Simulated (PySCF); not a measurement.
Cl₃Re, SMILES [Cl][Re]([Cl])[Cl] (connectivity only; charge and spin as stated), neutral, multiplicity 5.

Geometry: PBE-D3(BJ)/def2-SVP. The spin state was assumed, not searched. The def2 effective core potentials stand for the cores of Re; spin–orbit coupling is left out.

Two levels are set side by side: PBE/def2-TZVPD (PySCF) and B3LYP/def2-TZVPD (PySCF). Same geometry, gas phase. Differences are taken from unrounded values.

| quantity | PBE |
|---|---|
| α-spin orbital gap (eV) | 1.11 |
| β-spin orbital gap (eV) | 3.00 |
| dipole moment (D) | 0.83 |
| mean polarisability (bohr³) | 90.5 |

Problem. These are the PBE values. What does B3LYP give? (The exact figures need the calculation; the answer reports its results.)

Solution. 
| quantity | B3LYP | PBE minus B3LYP |
|---|---|---|
| α-spin orbital gap (eV) | 2.86 | -1.76 |
| β-spin orbital gap (eV) | 4.54 | -1.54 |
| dipole moment (D) | 0.91 | -0.08 |
| mean polarisability (bohr³) | 87.2 | 3.3 |

Loosely held outer electrons make PBE densities more polarisable. Differences between two approximate levels are no errors against the true value.

Rough cost on one machine, each run with all the roots and properties that it gave: B3LYP against PBE within a factor of 2.
